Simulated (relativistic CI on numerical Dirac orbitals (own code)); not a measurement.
Input to a radial Dirac CI calculation:

```
atom Ar  Z=18  charge=16  electrons=2
nucleus A=40  rms_radius_fm=3.4274
hamiltonian dirac-coulomb  breit=on  qed=on  c_scale=1
orbitals kli  potential=per-configuration
slater_scale 0.9
correlation none
mixing on
configurations
  1s2
  1s 2p
  1p 2p
  1s 1p
end
```

Question: How did the run end?

Answer: The self-consistent field of one configuration failed: SCF of 1p 2p ended with code -1.
